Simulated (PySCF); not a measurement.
**How methods differ on the excitation energy of Sc⁺**

Sc⁺ [Ar] 3d1 4s1 (3D) → Sc⁺ [Ar] 3d2 (3F), as a difference of total energies. All numbers are calculated (PySCF 2.14, the spin-free X2C one-electron Hamiltonian (Gaussian nucleus), in x2c-QZVPPall (11s7p5d3f2g, 96 functions)). Correlated levels: valence: [Ar] frozen. The calculations carry no spin-orbit coupling.

```
           method  excitation energy (eV)  error (eV)
              UHF                   0.911      +0.315
    MP2 (valence)                   0.850      +0.254
SCS-MP2 (valence)                   0.891      +0.295
   CCSD (valence)                   0.824      +0.228
```

Reference: 0.596 eV (measured; NIST levels, between the centres of gravity of the two terms).

Errors of the correlated levels include the incompleteness of this basis and the frozen core.

With two correlated electrons CCSD is exact in that space.
